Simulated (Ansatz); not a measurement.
`CC1=C[SiH2]1` + HBr → `BrC1=C[SiH2]1` + CH₄  (substitution at a C–C bond)

Calculated with Ansatz (gas phase, PBE0-D4/def2-TZVP geometries, no zero-point term in ΔE). CCSD(T)/CBS adds triple-zeta CCSD(T) − MP2 to the extrapolated MP2 energy (def2 sets, frozen cores). This one scheme is used for every species. DFT in def2-TZVPP. B3LYP here is the variant with VWN-RPA as its local correlation; programs differ in this. HSE06 is defined as in plane-wave codes. For Br outer-core shells are correlated without core-valence functions, which leaves a few kJ/mol of doubt a bond. Scalar relativity is left out up to krypton.

| level | ΔE (kJ/mol) | difference from CCSD(T)/CBS |
| --- | --- | --- |
| LDA (SPW92) | 16.0 | 3.5 |
| PBE-D4 | 6.3 | -6.2 |
| revPBE-D4 | 6.1 | -6.4 |
| BLYP-D4 | 2.4 | -10.1 |
| r2SCAN-D4 | 8.0 | -4.5 |
| B97M-V | 9.5 | -3.0 |
| PBE0-D4 | 12.7 | 0.2 |
| B3LYP-D4 | 8.1 | -4.4 |
| r2SCANh-D4 | 10.1 | -2.4 |
| r2SCAN0-D4 | 13.1 | 0.6 |
| HSE06-D4 | 12.2 | -0.3 |
| BHLYP-D4 | 13.3 | 0.8 |
| CAM-B3LYP-D4 | 15.0 | 2.5 |
| ωB97X-V | 14.9 | 2.4 |
| B2PLYP | 8.0 | -4.5 |
| PBE-QIDH | 13.2 | 0.7 |
| revPBE | 3.9 | -8.6 |
| r2SCAN | 7.8 | -4.7 |
| PBE0 | 12.8 | 0.3 |
| B3LYP | 8.7 | -3.8 |
| r2SCANh | 9.9 | -2.6 |
| r2SCAN0 | 12.9 | 0.4 |
| HSE06 | 12.4 | -0.1 |
| CAM-B3LYP | 15.3 | 2.8 |
| LC-ωPBE | 18.9 | 6.4 |
| RPA@PBE/def2-TZVPP | 10.0 | -2.5 |
| HF/def2-SVP | 31.9 | 19.4 |
| MP2/def2-SVP | 22.3 | 9.8 |
| CCSD/def2-SVP | 29.3 | 16.8 |
| CCSD(T)/def2-SVP | 26.9 | 14.4 |
| HF/def2-TZVPP | 20.5 | 8.0 |
| MP2/def2-TZVPP | 6.4 | -6.1 |
| SCS-MP2/def2-TZVPP | 7.4 | -5.1 |
| CCSD/def2-TZVPP | 14.7 | 2.2 |
| CCSD(T)/def2-TZVPP | 11.7 | -0.8 |
| HF/def2-QZVPP | 20.9 | 8.4 |
| MP2/def2-QZVPP | 6.9 | -5.6 |
| SCS-MP2/def2-QZVPP | 8.1 | -4.4 |
| HF/CBS(def2) | 20.9 | 8.4 |
| MP2/CBS(def2) | 7.1 | -5.4 |
| CCSD(T)/CBS | 12.5 | 0 |

Largest T1 diagnostic among the species: 0.012.

In def2-TZVPP, CCSD(T) changes the Hartree–Fock value by −8.8 kJ/mol (the triples alone add −3.0 kJ/mol) and MP2 by −14.1 kJ/mol. From BLYP to BHLYP (50 % exact exchange), in def2-TZVPP and without D4, ΔE moves by +12.6 kJ/mol.
